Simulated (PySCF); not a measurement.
ClCs, charge -1, doublet, at the geometry of the source list (a state made from the parent by changing its charge; the spin is typed, not shown lowest) (all electrons, no relativity) (a gas-phase anion, which may not be bound at this level); B3LYP/3-21G in PySCF.

The PySCF input:
```python
from pyscf import gto, scf, dft

mol = gto.Mole()
mol.atom = '''
    Cs   -0.896400   -0.791600   -0.841800
    Cl    0.896400    0.791600    0.841800
'''
mol.basis = '3-21g'
mol.charge = -1
mol.spin = 1
mol.verbose = 4
mol.build()

mf = dft.ROKS(mol)
mf.xc = 'b3lyp'
mf.kernel()
```

The log (banner, timings and long lists left out):

```
PySCF version 2.14.0

[INPUT] verbose = 4
[INPUT] num. atoms = 2
[INPUT] num. electrons = 73
[INPUT] charge = -1
[INPUT] spin (= nelec alpha-beta = 2S) = 1
[INPUT] symmetry False subgroup None
[INPUT] Mole.unit = angstrom
[INPUT] Symbol           X                Y                Z      unit          X                Y                Z       unit  Magmom
[INPUT]  1 Cs    -0.896400000000  -0.791600000000  -0.841800000000 AA   -1.693950498060  -1.495907200206  -1.590771451659 Bohr   0.0
[INPUT]  2 Cl     0.896400000000   0.791600000000   0.841800000000 AA    1.693950498060   1.495907200206   1.590771451659 Bohr   0.0

nuclear repulsion = 169.160359167453
number of shells = 22
number of NR pGTOs = 111
number of NR cGTOs = 48
basis = 3-21g
ecp = {}

******** <class 'pyscf.dft.roks.ROKS'> ********
method = ROKS
initial guess = minao
damping factor = 0
level_shift factor = 0
DIIS = <class 'pyscf.scf.diis.CDIIS'>
diis_start_cycle = 1
diis_space = 8
diis_damp = 0
SCF conv_tol = 1e-09
SCF conv_tol_grad = None
SCF max_cycles = 50
direct_scf = True
direct_scf_tol = 1e-13
num. doubly occ = 36  num. singly occ = 1
XC library pyscf.dft.libxc version 7.1.2
    S. Lehtola, C. Steigemann, M. J. T. Oliveira, and M. A. L. Marques,  SoftwareX 7, 1–5 (2018)
XC functionals = b3lyp
    P. J. Stephens, F. J. Devlin, C. F. Chabalowski, and M. J. Frisch,  J. Phys. Chem. 98, 11623 (1994)
radial grids:
    Treutler-Ahlrichs [JCP 102, 346 (1995); DOI:10.1063/1.469408] (M4) radial grids

becke partition: Becke, JCP 88, 2547 (1988); DOI:10.1063/1.454033
pruning grids: <function nwchem_prune>
grids dens level: 3
symmetrized grids: False
atomic radii adjust function: <function treutler_atomic_radii_adjust>
small_rho_cutoff = 0
Set gradient conv threshold to 3.16228e-05
tot grids = 42592
init E= -7969.96171612847
  HOMO = -0.0888794670855657  LUMO = 0.125427496518514  gap/eV = 5.83159
cycle= 1 E= -7990.84912801296  delta_E= -20.9  |g|= 0.429  |ddm|= 1.06
  HOMO = 0.0727437475563191  LUMO = 0.262003399744721  gap/eV = 5.15002
cycle= 2 E= -7990.71418110912  delta_E= 0.135  |g|= 0.614  |ddm|= 1.78
  HOMO = 0.0472205508640966  LUMO = 0.261629837997127  gap/eV = 5.83437
cycle= 3 E= -7990.90159111099  delta_E= -0.187  |g|= 0.112  |ddm|= 1.33
  HOMO = 0.0505342650833984  LUMO = 0.257165166236913  gap/eV = 5.62271
cycle= 4 E= -7990.90553140172  delta_E= -0.00394  |g|= 0.0333  |ddm|= 0.153
  HOMO = 0.0544248122354731  LUMO = 0.257107162100797  gap/eV = 5.51527
cycle= 5 E= -7990.90594536752  delta_E= -0.000414  |g|= 0.00283  |ddm|= 0.0727
  HOMO = 0.0551037205823213  LUMO = 0.257354284270819  gap/eV = 5.50352
cycle= 6 E= -7990.90594846883  delta_E= -3.1e-06  |g|= 0.000189  |ddm|= 0.0078
  HOMO = 0.0550995517527826  LUMO = 0.257353233161051  gap/eV = 5.50360
cycle= 7 E= -7990.90594848056  delta_E= -1.17e-08  |g|= 2.99e-05  |ddm|= 0.00034
  HOMO = 0.0550959398089295  LUMO = 0.257352715918373  gap/eV = 5.50369
cycle= 8 E= -7990.90594848087  delta_E= -3.06e-10  |g|= 1.31e-06  |ddm|= 6.4e-05
  HOMO = 0.0550956126795359  LUMO = 0.257352568944496  gap/eV = 5.50369
Extra cycle  E= -7990.90594848087  delta_E= -3.64e-12  |g|= 1.25e-06  |ddm|= 4.43e-06
converged SCF energy = -7990.90594848087
```
